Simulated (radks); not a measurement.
Values are calculated unless marked as measured or tabulated.
Species: O4+. Configuration: [He] 2s2 (the NIST ground configuration).

Code: a radial shooting solver on a logarithmic mesh with Libxc functionals. Model: non-relativistic Kohn-Sham, r2SCAN, spin-polarised, spherical densities, point nucleus; meta-GGA in the generalised Kohn-Sham scheme.

Energy parts (eV):
part                     energy
total                 -1859.445
kinetic                1856.992
electron-nucleus      -4010.655
Hartree                 458.247
exchange-correlation   -164.028

Orbitals (lengths in bohr, moments of r in powers of bohr; <r^-3> diverges for s and p1/2):
orbital  occ.  eigenvalue (eV)  <r^-3>
1s          2        -625.4005       -
2s          2        -103.1207       -

The highest occupied level is 2s at -103.12 eV. Virial ratio -V/T = 2.00132. Summed over all electrons, <r^2> = 2.150 bohr^2, which gives a Langevin (diamagnetic) susceptibility term of -1.7 x 10^-6 cm^3/mol. The electron density at the nucleus is 322.1 e/bohr^3.
